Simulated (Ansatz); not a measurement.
Geometry optimisation, RKS PBE0-D4/def2-SVP (Ansatz).

Input file:

```yaml
crystal:
  periodic: [false, false, false]
  atoms:
    - { symbol: "N", position_ang: [1.79, -1.7183, 1.1505] }
    - { symbol: C, position_ang: [0.9791, -0.9483, 0.6549] }
    - { symbol: Sn, position_ang: [-0.4226, 0.3731, -0.232] }
    - { symbol: F, position_ang: [-1.8259, -0.624, -0.9158] }
    - { symbol: F, position_ang: [0.4728, 1.3259, -1.6882] }
    - { symbol: H, position_ang: [-0.9513, 1.5277, 0.9845] }
basis:
  gaussian: { orbitals: def2-SVP }
hamiltonian:
  xc: pbe0
  dispersion: d4
relax:
  f_tol: 0.02
  max_steps: 50
```

Run as:

```bash
$ ansatz run input.yaml --threads 2 --pin off --max-ram 3072MiB --backend cpu --events-out ev --progress --plain --runs-dir out
```

Question: Where does it end, and by what steps?

Answer: The run converged. After 3 steps the energy has fallen by 0.383 eV; Sn3 moved furthest, 0.11 Å.

| step | energy less start (eV) | largest force component (eV/Å) | accepted |
| --- | --- | --- | --- |
| 0 | 0.0000 | 4.344 | yes |
| 1 | -0.3630 | 0.555 | yes |
| 2 | -0.3823 | 0.069 | yes |
| 3 | -0.3827 | 0.014 | yes |

```xyz
6
Properties=species:S:1:pos:R:3
N 1.762 -1.709 1.078
C 0.998 -0.959 0.634
Sn -0.388 0.415 -0.139
F -1.794 -0.635 -0.914
F 0.475 1.254 -1.633
H -1.011 1.570 0.927
```

Run time: 6.5 s on 2 threads of Intel(R) Xeon(R) 6975P-C (Granite Rapids), on a shared host, peak memory 0.22 GiB.
